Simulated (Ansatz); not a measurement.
Program: Ansatz. Geometries: PBE0-D4/def2-TZVP. ΔE: electronic, gas phase. CCSD(T)/CBS adds triple-zeta CCSD(T) − MP2 to the extrapolated MP2 energy (def2 sets, frozen cores). This one scheme is used for every species. Each species was taken in one conformer, which may not be the lowest.

Consider the ligand exchange at the Si–C bond: `O[Si](F)(F)CCl` + CH₃OH → `CO[Si](O)(F)F` + `CCl`.

| species | CCSD(T)/CBS(def2) energy (Eh) |
| --- | --- |
| `O[Si](F)(F)CCl` | -1063.68473 |
| CH₃OH | -115.61712 |
| `CO[Si](O)(F)F` | -679.71512 |
| `CCl` | -499.63220 |

Task: Work out ΔE.

Result: ΔE = (-679.71512) + (-499.63220) − (-1063.68473) − (-115.61712) = -0.04547 Eh = -119.4 kJ/mol.

Task: What do rigid-rotor, harmonic-oscillator terms from PBE0-D4/def2-TZVP frequencies (298.15 K, 1 bar) make of the CCSD(T)/CBS value? (Best estimate.)

Result: The calculation gave: ΔZPE = +1.3 kJ/mol, ΔH = -117.9 kJ/mol, ΔS = 1 J/(mol·K), ΔG = -118.1 kJ/mol.

Largest T1 diagnostic among the species: 0.011.

From BLYP to BHLYP (50 % exact exchange), in def2-TZVPP and without D4, ΔE moves by −12.8 kJ/mol. In def2-TZVPP, CCSD(T) changes the Hartree–Fock value by +21.0 kJ/mol (the triples alone add +3.1 kJ/mol) and MP2 by +20.1 kJ/mol. Leaving LDA and LC-ωPBE aside and taking each functional with its dispersion term where it has one, the values, not all of them listed here, spread over 23.1 kJ/mol, from BHLYP-D4 to revPBE-D4.
